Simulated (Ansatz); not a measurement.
CH₃CdF⁺, that is CdMeF with one electron fewer. Total charge 1; doublet. Geometry PBE0-D4/def2-TZVP, that of the neutral singlet; atoms count from 1.

```csv
atom,x (Å),y (Å),z (Å)
Cd1,-0.591,0.325,1.046
C2,0.397,-0.218,-0.701
H3,1.017,-1.095,-0.515
H4,1.028,0.605,-1.036
H5,-0.333,-0.451,-1.476
F6,-1.516,0.834,2.682
```

In the def2 sets Cd takes a core potential; there is no spin–orbit coupling.

(1) Estimate the Mulliken populations from the PBE0/def2-TZVP orbitals of Ansatz.

(2) Where does the spin sit?

(3) And the Mayer bond orders between heavy atoms (over 0.3)?

## Answers

(1) 
| atom | charge (e) | spin (α − β) | d electrons |
| --- | --- | --- | --- |
| Cd1 | 1.11 | 0.13 | 9.96 |
| C2 | -0.42 | 0.71 | – |
| H3 | 0.24 | 0.00 | – |
| H4 | 0.24 | 0.00 | – |
| H5 | 0.24 | 0.00 | – |
| F6 | -0.40 | 0.16 | – |
Mulliken values depend strongly on the basis.

(2) Summed by element: Cd 0.13, C 0.71, H 0.01, F 0.16, of 1 unpaired in all. Largest on single atoms: C2 0.71, F6 0.16, Cd1 0.13.

(3) Cd1–C2 0.51 (2.08 Å); Cd1–F6 0.89 (1.95 Å).
